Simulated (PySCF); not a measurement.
**Dipole moment and polarisability of `CCCP1C=CCC=C1`**

Compound: C8H13P.
Atom-mapped SMILES: `[CH3:1][CH2:2][CH2:3][P:4]1[CH:5]=[CH:6][CH2:7][CH:8]=[CH:9]1` (hydrogens: H10, H11, H12 on C1; H13, H14 on C2; H15, H16 on C3; H17 on C5; H18 on C6; H19, H20 on C7; H21 on C8; H22 on C9)

Structure used (PBE0-D3(BJ)/def2-SVP), in Å, numbered top down from 1:
```
atom  x, y, z in Å
C1    -3.3216    0.3344    1.1363
C2    -2.5975   -0.0317   -0.1505
C3    -1.3373    0.7891   -0.4115
P4     0.0113    0.5198    0.8589
C5     0.6881   -1.0749    0.3102
C6     1.9484   -1.2733   -0.0964
C7     3.0017   -0.2188   -0.2473
C8     2.5163    1.1978   -0.2090
C9     1.3028    1.6028    0.1857
H10   -4.2220   -0.2819    1.2794
H11   -3.6367    1.3904    1.1261
H12   -2.6732    0.1964    2.0155
H13   -2.3436   -1.1064   -0.1436
H14   -3.2800    0.0991   -1.0079
H15   -0.9253    0.5796   -1.4114
H16   -1.5770    1.8668   -0.3768
H17    0.0184   -1.9382    0.3913
H18    2.2654   -2.2939   -0.3425
H19    3.5476   -0.3879   -1.1940
H20    3.7780   -0.3615    0.5320
H21    3.2409    1.9536   -0.5345
H22    1.0728    2.6742    0.1765
```

Level: CAM-B3LYP/def2-SVPD (PySCF), static field, nuclei fixed, core orbitals frozen in the response. The polarisability tensor in these axes (au):

```
x   159.26  -6.13 -12.07
y    -6.13 109.44   1.73
z   -12.07   1.73  93.17
```

Task: What are the eigenvalues, a third of the trace, and Δα (Δα² = ½Σ(αi − αj)² over the three pairs)?

Result: Principal values 91.01, 108.69 and 162.15 au; mean 120.62 au = 17.87 Å³ = 19.89 × 10⁻⁴⁰ C²·m²/J; Δα = 64.16 au (53 % of the mean).

Task: What is the dipole moment, and where does it point?

Result: (0.49, -0.21, -1.30) D, 1.40 D in size, pointing from the negative to the positive side. Measured along this direction, the outermost atoms are H12 at the negative end and H19 at the positive end.

Task: What depolarisation ratio follows for Rayleigh scattering of linearly polarised light, taking the static tensor?

Result: ρ = 3Δα²/(45ᾱ² + 4Δα²) = 12348.2/(654708 + 16464.3) = 0.0184.

Task: Along which axes do the principal values lie, and how far do the nuclei extend along each?

Result: Largest value along (0.98, -0.12, -0.17), where the nuclei span 8.04 Å; middle along (0.12, 0.99, 0.01), 4.79 Å; least along (0.17, -0.04, 0.98), 3.09 Å. The response follows the extents in order.

Task: What are the principal values of the traceless quadrupole moment, Θ = ½Σq(3rr − r²1), about the centre of nuclear charge?

Result: -8.53, 2.27, 6.26 D·Å. The values depend on the origin, since the dipole doesn't vanish. The electronic extent ⟨r²⟩ about the same centre is 1743 bohr², a root-mean-square distance of 2.53 Å for the 76 electrons.

Task: How large is μ²/3kT at 500 K beside α?

Result: In Gaussian units μ²/3kT = 9.49 Å³ against 17.87 Å³, a ratio of 0.53; the Debye molar polarisation (4π/3)N_A(α + μ²/3kT) is 69.0 cm³/mol, leaving out the vibrational part.

Task: Refractivity n − 1 of an ideal gas of it at 350 K and 1 atm, from the electronic α?

Result: N = p/kT = 2.0968 × 10¹⁹ cm⁻³, so n − 1 = 2π × N × 17.87 × 10⁻²⁴ cm³ = 2355 × 10⁻⁶ at long wavelengths.

Geometry: PBE0-D3(BJ)/def2-SVP, one conformer, isolated molecule.
